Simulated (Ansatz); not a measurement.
C2H7NSi can be A, `C[SiH]1CN1`, or B, `N/C=C/[SiH3]`.

Isolated molecules relaxed with PBE0-D4/def2-TZVP in Ansatz; ΔE leaves out vibrations. CCSD(T)/CBS adds triple-zeta CCSD(T) − MP2 to the extrapolated MP2 energy (def2 sets, frozen cores). DFT in def2-TZVPP. B3LYP here is the variant with VWN-RPA as its local correlation; programs differ in this. Each species was taken in one conformer, which may not be the lowest.

Which isomer does CCSD(T)/CBS put lower? Give the gap. (Best estimate.)

Ansatz gave: A, by 1.9 kJ/mol. So small a gap doesn't settle the order.

Give E(B) − E(A) in kJ/mol with ωB97M-V, PBE-D4, PBE0-D4, MP2/def2-TZVPP, B3LYP, CCSD/def2-TZVPP, LDA (SPW92). (Estimate.)

Computed: ωB97M-V 4.2, PBE-D4 0.3, PBE0-D4 3.4, MP2/def2-TZVPP 7.3, B3LYP -13.3, CCSD/def2-TZVPP -1.3, LDA (SPW92) 5.2. The order is the other way round with B3LYP, CCSD/def2-TZVPP.

Does the order hold for the free energy at 298.15 K (harmonic terms from PBE0-D4)? (Estimate.)

Computed: No: G(B) − G(A) = -7.3 kJ/mol, for one conformer each.

Largest T1 diagnostic: 0.012.

At CCSD(T), def2-SVP lies −29.7 kJ/mol from the extrapolated value and def2-TZVPP −2.6 kJ/mol. In def2-TZVPP, CCSD(T) changes the Hartree–Fock value by +28.1 kJ/mol (the triples alone add +0.6 kJ/mol) and MP2 by +36.1 kJ/mol.
